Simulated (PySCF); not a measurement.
H₃MgN. Atoms are numbered in the order given.

```xyz
5

Mg     0.0000     0.0000     0.7520
H      0.0000     0.0000     2.4445
N      0.0000     0.0000    -1.1407
H      0.0000     0.8123    -1.7416
H      0.0000    -0.8123    -1.7416
```

Geometry optimised at B3LYP-D3(BJ)/def2-TZVP.

Vertical ionisation energy (IE) and electron affinity (EA) in eV. Rows of orbital energies are one-electron estimates. Where ΔSCF, EOM or ADC give a negative EA the extra electron is unbound and the value depends on the basis.

| level | IE | EA |
|---|---|---|
| −ε(HOMO), −ε(LUMO), PBE0/def2-TZVPD (PySCF) | ___ | ___ |
| −ε(HOMO), −ε(LUMO), M06-2X/def2-TZVPD (PySCF) | 7.75 | 0.34 |

Question: Fill in the missing entries. (An estimate is asked for; the answer gives what the named calculation found.)

Answer: 
- −ε(HOMO), −ε(LUMO), PBE0/def2-TZVPD (PySCF), IE: 6.31
- −ε(HOMO), −ε(LUMO), PBE0/def2-TZVPD (PySCF), EA: 0.60
